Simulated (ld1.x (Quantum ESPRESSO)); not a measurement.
Be (Z = 4), TM semilocal: configuration errors across variants

ld1.x (Quantum ESPRESSO) 7.5 input, shortened:

```
&input
   title='Be', zed=4., rel=1, dft='PBE', iswitch=3,
   config='[He] 2s2 2p0 3d-2'
 /
 &inputp
   pseudotype=1, tm=.true., lloc=1,
   nlcc=.false.
 /
3
2S  1  0   2.00   0.00  2.20  2.20  0.0
3D  3  2  -2.00   0.05  3.35  3.35  0.0
2P  2  1   0.00   0.00  4.20  4.20  0.0
 &test
   configts(1)='2s2 2p0'
 /
```

All-electron excitation energies from the reference (eV): (1) 2s1 2p0 9.551; (2) 2s1.5 2p0 3.761; (3) 2s1 2p1 3.612; (4) 2s0 2p2 7.251; (5) 2s0 2p1 13.460.

In the semilocal form every listed channel keeps its own potential, so the choice of the local channel does not act on these tests. It acts once the file is put into the separable form.

A semilocal file is local in each channel, so a ghost entry of none says nothing of the separable form that plane-wave codes build from it.

1 further variants failed, have other tests or too few solved ones, and are left out.

A true bound ghost makes a file unfit for plane-wave use even where its test errors are small: the radial tests pick states by their node count and pass the ghost by.

Errors AE − PS in meV (a dash: test not solved or not reliable):

```tsv
change	(1)	(2)	(3)	(4)	(5)	bound ghosts
base	+9.2	+1.4	-20	-73	-194	none
wave 2s (bound): rc 2.20 bohr becomes 2s (bound): rc 2.00 bohr	+9.9	+1.4	-19	-75	-191	none
wave 2p (bound): rc 4.20 bohr becomes 2p (bound): rc 6.20 bohr	+9.3	+1.4	-53	-180	-517	none
wave 3d channel at 0.05 Ry: rc 3.35 bohr becomes 3d channel at 0.47 Ry: rc 3.35 bohr	+9.2	+1.4	-20	-73	-194	none
local potential the d channel	+9.3	+1.4	-20	-73	-193	none
all radii scaled by about 0.95 (s 2.08, p 3.98, d 3.18 bohr)	+9.7	+1.4	-17	-64	-165	none
wave 3d channel at 0.05 Ry: rc 3.35 bohr becomes 3d channel at 0.05 Ry: rc 2.28 bohr	+9.2	+1.4	-20	-73	-194	none
core correction a·sin(br)/r model core inside 1.18 bohr	+11	+1.8	-25	-107	-230	none
wave 3d channel at 0.05 Ry: rc 3.35 bohr becomes 3d channel at 5.35 Ry: rc 3.35 bohr	+9.2	+1.4	-20	-73	-194	d
```

Q: Give the same row for: form changed from semilocal to separable (Kleinman–Bylander), still TM.

A: +5.1, -0.6, -20, -73, -194; bound ghosts: none.
